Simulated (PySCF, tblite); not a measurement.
Isomers of C6H12N2SSi, one GFN2-xTB conformer each. Single-point energies are computed at PBE0/pcSseg-1 (PySCF, gas phase, no added dispersion term), electronic only.

```tsv
SMILES	GFN2-xTB relative energy (kJ/mol)
Cc1snnc1[Si](C)(C)C	79.7
CC(C)(C)c1snnc1[SiH3]	0.0
Cc1nnc([Si](C)(C)C)s1	50.9
CN[Si@@]1(C#N)CC[C@@H]1SC	164.7
```

Conformers: `[CH3:1][NH:2][Si@@:3]1([C:4]#[N:5])[CH2:6][CH2:7][C@@H:8]1[S:9][CH3:10]` with C1–N2–Si3–C4 -41°, C7–C8–S9–C10 73°, N2–Si3–C6–C7 121°, Si3–C6–C7–C8 -11°, C6–C7–C8–S9 132°, N2–Si3–C8–C7 -136°.

Question: What does PBE0/pcSseg-1 give for the same structures?

Answer: 
```csv
SMILES,PBE0/pcSseg-1 E (Eh),PBE0/pcSseg-1 (kJ/mol),GFN2-xTB (kJ/mol),point group
Cc1nnc([Si](C)(C)C)s1,-1032.33128,0.0,50.9,Cs
Cc1snnc1[Si](C)(C)C,-1032.31314,47.6,79.7,C1
CN[Si@@]1(C#N)CC[C@@H]1SC,-1032.30785,61.5,164.7,C1
CC(C)(C)c1snnc1[SiH3],-1032.26576,172.0,0.0,C1
```

GFN2-xTB puts CC(C)(C)c1snnc1[SiH3] lowest instead; measured from each level's own lowest isomer, the values differ by up to 172.0 kJ/mol (CC(C)(C)c1snnc1[SiH3]: 0.0 against 172.0). As drawn, the highest has a quaternary carbon, which the lowest lacks.

Question: Which frontier levels, dipoles and rotational constants go with these structures?

Answer: 
| SMILES | HOMO (eV, PBE0/pcSseg-1) | LUMO (eV) | dipole (D) | A, B, C (MHz) |
| --- | --- | --- | --- | --- |
| Cc1nnc([Si](C)(C)C)s1 | -7.33 | -1.09 | 2.85 | 1936, 589.8, 532.6 |
| Cc1snnc1[Si](C)(C)C | -7.12 | -1.31 | 4.08 | 1592, 683.7, 569.6 |
| CN[Si@@]1(C#N)CC[C@@H]1SC | -6.31 | -0.60 | 5.61 | 1432, 604.5, 564.3 |
| CC(C)(C)c1snnc1[SiH3] | -7.23 | -1.44 | 4.38 | 1158, 1015, 617.7 |

Question: What happens when harmonic zero-point energies from GFN2-xTB frequencies are added?

Answer: 
```csv
SMILES,ZPE (kJ/mol),electronic (kJ/mol),with ZPE (kJ/mol)
Cc1nnc([Si](C)(C)C)s1,446.9,0.0,0.0
Cc1snnc1[Si](C)(C)C,447.5,47.6,48.2
CN[Si@@]1(C#N)CC[C@@H]1SC,451.9,61.5,66.5
CC(C)(C)c1snnc1[SiH3],439.2,172.0,164.4
```

The zero-point energies span 12.7 kJ/mol. The order is unchanged.
